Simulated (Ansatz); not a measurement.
Input file for Ansatz (an electronic-structure program): R-r2SCAN/def2-TZVPP on CH4Mg (SMILES [CH3][MgH]), atoms moved off the minimum.

Ansatz 0.2 input:
```yaml
crystal:
  periodic: [false, false, false]
  atoms:
    - {symbol: Mg, position_ang: [-0.75050378, -0.39591317, -0.18615196]}
    - {symbol: H, position_ang: [-2.29885158, -1.30266599, -0.37364017]}
    - {symbol: C, position_ang: [1.00426535, 0.65368355, 0.15215767]}
    - {symbol: H, position_ang: [1.55280633, 0.26180045, 1.13925018]}
    - {symbol: H, position_ang: [1.01666177, 1.54805433, 0.26634402]}
    - {symbol: H, position_ang: [1.76283891, 0.29427159, -0.69865559]}
basis:
  gaussian:
    orbitals: def2-TZVPP
hamiltonian:
  xc: {name: r2SCAN}
scf: {lower_state_search: off}
output: {forces: true}
```

Output:

```
WARN ansatz: RAYON_NUM_THREADS=1 ignored (pool sized by the plan → 1); use --threads N
Functional definition: r2SCAN
these checks for a lower state are left out or cut short: stability, starts, cluster_reference, orbital_swaps, neighbouring_geometries, increment
integrals: 0.03 GiB planned
704 factors; their error is unknown
mean field: 0.30 GiB planned
mean field evaluation 1: about -6533.2588 eV, gradient 6.5e1 eV
mean field evaluation 2: about -6515.9572 eV, gradient 8.7e1 eV
mean field evaluation 4: about -6543.5282 eV, gradient 4.4e0 eV
mean field evaluation 8: about -6543.6277 eV, gradient 3.4e-2 eV
mean field evaluation 16: about -6543.6156 eV, gradient 1.2e-4 eV
mean field -6543.61555419 eV, -240.4734361947 hartree, gradient 5.7e-6 eV, S^2 0.000000; 0 other end points of the search recorded, 0 dependent functions left out
the calculation of the forces begins
reference -6543.61556985 eV, -240.4734367701 hartree; 11, 11 occupied and 108, 108 virtual orbitals, 704 factors
Total energy: -6543.61556985 eV, -240.4734367701 hartree
Atom 0 at    -0.750504    -0.395913    -0.186152 Å, force    -0.692246    -0.292103     0.077171 eV/Å
Atom 1 at    -2.298852    -1.302666    -0.373640 Å, force     0.641270     0.336455     0.029094 eV/Å
Atom 2 at     1.004265     0.653684     0.152158 Å, force     2.503880   -12.675502    -0.703437 eV/Å
Atom 3 at     1.552806     0.261800     1.139250 Å, force    -1.164075     0.454126    -1.859329 eV/Å
Atom 4 at     1.016662     1.548054     0.266344 Å, force     0.145257    11.142050     0.840698 eV/Å
Atom 5 at     1.762839     0.294272    -0.698656 Å, force    -1.434086     1.034973     1.615804 eV/Å
Dipole moment:     0.140039     0.063306    -0.039296 e Å
Checks for a lower state left out: stability, starts, cluster_reference, orbital_swaps, neighbouring_geometries, increment
```

The calculation finished and met its thresholds.

Cost: very roughly 1.7 core-seconds.
